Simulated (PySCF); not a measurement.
Computed properties of C4H10N2, SMILES C(/CCN)=N/C

C₄H₁₀N₂, SMILES N(=C/CCN)/C. The structure is a stationary point at B3LYP-D3(BJ)/def2-SVP. The structure was generated by enumeration; whether it is a known compound was not checked. One conformer was computed; it need not be the lowest. All values are computed for the isolated molecule unless a solvent is named; none is compared with measurement here.

**Structure.** All 42 harmonic modes at B3LYP-D3(BJ)/def2-SVP (PySCF) are real, so it is a minimum. With heavy atoms numbered as in [CH3:1]/[N:2]=[CH:3]\[CH2:4][CH2:5][NH2:6], the shortest bond between them is N2–C3 at 1.270 Å and the longest C4–C5 at 1.547 Å.

**Vibrations.** The strongest infrared lines (harmonic, unscaled, degenerate partners summed) lie at 831 cm⁻¹ (169 km/mol, H 63 %, N 24 %, C 13 %), 891 cm⁻¹ (71 km/mol, H 65 %, C 30 %), 1766 cm⁻¹ (66 km/mol, C 54 %, N 43 %). The softest mode is at 46 cm⁻¹ and the zero-point energy is 89.4 kcal/mol.

**Electronic structure.** HF/def2-TZVP (PySCF) places the frontier levels at -10.31 and 3.31 eV, a gap of 13.62 eV, and gives a dipole moment of 2.25 D and a mean polarisability of 62.6 bohr³. PBE/def2-TZVP (PySCF) at the same geometry gives -5.30 and -1.18 eV, so its gap is 9.50 eV narrower. An orbital gap is neither the optical nor the fundamental gap.

**Excitations.** TDA-CAM-B3LYP/def2-SVPD (PySCF) has S1 at 4.92 eV (252 nm, f = 0.003, weak); the most intense of the 10 singlets computed lies at 8.17 eV (f = 0.17). T1 (TDA) is at 4.09 eV, 0.83 eV under S1. TDA-PBE/def2-SVPD (PySCF) puts S1 at 4.38 eV. No vertical singlet excitation falls in the visible range (under 3.1 eV).

**NMR.** GIAO shifts at B3LYP/pcSseg-1 (PySCF) (non-relativistic, atoms alike by connectivity averaged): ¹³C from 42.6 to 168.6 ppm against TMS; ¹H from 0.6 to 8.0 ppm against TMS.

**Solvation.** SMD-B3LYP/def2-SVP (PySCF) gives -9.0 kcal/mol in water, -5.9 kcal/mol in dimethylsulfoxide, -7.1 kcal/mol in 1-octanol (1 M in both phases, gas-phase geometry); of these solvents water holds the molecule best.
